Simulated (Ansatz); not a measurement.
Basis-set series for C$_{4}$H$_{7}$Cl$_{3}$Si$_{2}$, SMILES `C=C[SiH](Cl)/C=C\[SiH](Cl)Cl`. Charge 0, multiplicity 1. The geometry is a stationary point of PBE0-D4/def2-TZVP. It is one conformer, not always the lowest.

| functional | basis | functions | energy (Eh) | HOMO (eV) | LUMO (eV) |
| --- | --- | --- | --- | --- | --- |
| PBE0-D4 | def2-TZVPP | 432 | -2115.60028 | -8.31 | -1.81 |
| PBE0-D4 | def2-QZVPP | 788 | -2115.66860 | -8.34 | -1.85 |
| ωB97M-V | def2-TZVPP | 432 | -2116.30077 | -10.51 | 0.23 |
| ωB97M-V | def2-QZVPP | 788 | -2116.36515 | -10.54 | 0.16 |

Give the rows for def2-SVP. (Estimate.)

The calculation gave: 
```json
{"functional": "PBE0-D4", "basis": "def2-SVP", "functions": "181", "energy (Eh)": "-2114.74626", "HOMO (eV)": "-8.26", "LUMO (eV)": "-1.70"}
{"functional": "ωB97M-V", "basis": "def2-SVP", "functions": "181", "energy (Eh)": "-2115.44313", "HOMO (eV)": "-10.42", "LUMO (eV)": "0.42"}
```

Positive LUMOs are unbound and depend on the basis.

All numbers were calculated with Ansatz.
